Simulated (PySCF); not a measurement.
## First hyperpolarisability: SMILES CSC1=C[C@H]2C=C[C@@H]1C=C2, C9H10S

Geometry:
| atom | x (Å) | y (Å) | z (Å) |
| --- | --- | --- | --- |
| C1 | 3.283 | 0.777 | 0.804 |
| S2 | 2.067 | -0.399 | 1.411 |
| C3 | 0.699 | -0.035 | 0.401 |
| C4 | 0.544 | 0.869 | -0.574 |
| C5 | -0.859 | 0.822 | -1.192 |
| C6 | -1.058 | -0.617 | -1.674 |
| C7 | -0.896 | -1.515 | -0.705 |
| C8 | -0.562 | -0.880 | 0.645 |
| C9 | -1.677 | 0.125 | 0.940 |
| C10 | -1.838 | 1.020 | -0.033 |
| H11 | 3.497 | 0.605 | -0.261 |
| H12 | 4.200 | 0.618 | 1.387 |
| H13 | 2.936 | 1.811 | 0.950 |
| H14 | 1.292 | 1.578 | -0.925 |
| H15 | -0.988 | 1.561 | -1.991 |
| H16 | -1.300 | -0.843 | -2.714 |
| H17 | -0.980 | -2.597 | -0.815 |
| H18 | -0.421 | -1.615 | 1.447 |
| H19 | -2.253 | 0.076 | 1.864 |
| H20 | -2.572 | 1.827 | -0.037 |

Level of theory: quadratic response CAM-B3LYP/aug-cc-pVDZ first hyperpolarisability, Taylor convention, gas phase (PySCF). Geometry: PBE0-D3(BJ)/def2-SVP.

Give β for the processes computed.

In au, Taylor convention; the vector part is βᵢ = ⅓ Σⱼ (βᵢⱼⱼ + βⱼᵢⱼ + βⱼⱼᵢ); β∥ is 3/5 of the vector part along the dipole, the dipole points from − to +:
```csv
process,λ (nm),β vector norm,β∥,β HRS,depolarisation ratio
"static β(0;0,0)",∞,159.2,36.8,73.3,3.73
"second harmonic β(−2ω;ω,ω)",1907,172.8,37.7,79.8,3.69
"Pockels β(−ω;ω,0)",1907,163.6,37.1,–,–
"second harmonic β(−2ω;ω,ω)",1064,211.3,39.1,98.2,3.60
"Pockels β(−ω;ω,0)",1064,173.9,37.7,–,–
```

Which lowest excitations, dipole and polarisabilities go with it?

S1 4.62 eV (f = 0.001); S2 4.77 eV (f = 0.046); S3 4.92 eV (f = 0.000); dipole 1.26 D; isotropic α 117.5 au static, 117.9 au at 1907 nm, 118.7 au at 1064 nm, 119.0 au at 953.5 nm, 122.7 au at 532 nm.
